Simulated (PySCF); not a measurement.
GaCl3, SMILES [Cl][Ga]([Cl])[Cl].

Coordinates come from a PBE0-D3(BJ)/def2-SVP optimisation. The isomer is the one that the SMILES or the coordinates give; other isomers of the formula were not compared.

All values below come from PBE/def2-TZVPD (PySCF).

Isolated molecule, no solvent.

```
Property                                                                                                       Result
---------------------------------------------------------------------------------------------  ----------------------
total energy                                                                                      -3304.81111 hartree
point group                                                                                                       D3h
highest occupied level                                                                                       -8.08 eV
lowest empty level                                                                                           -3.09 eV
orbital gap                                                                                                   4.98 eV
dipole moment                                                                                                  0.00 D
quadrupole, principal values (traceless, Buckingham form, about the centre of nuclear charge)  -2.52, -2.52, 5.04 D·Å
mean static polarisability                                                                      72.0 bohr³ (10.67 Å³)
polarisability, principal values                                                               52.7, 81.6, 81.6 bohr³
```
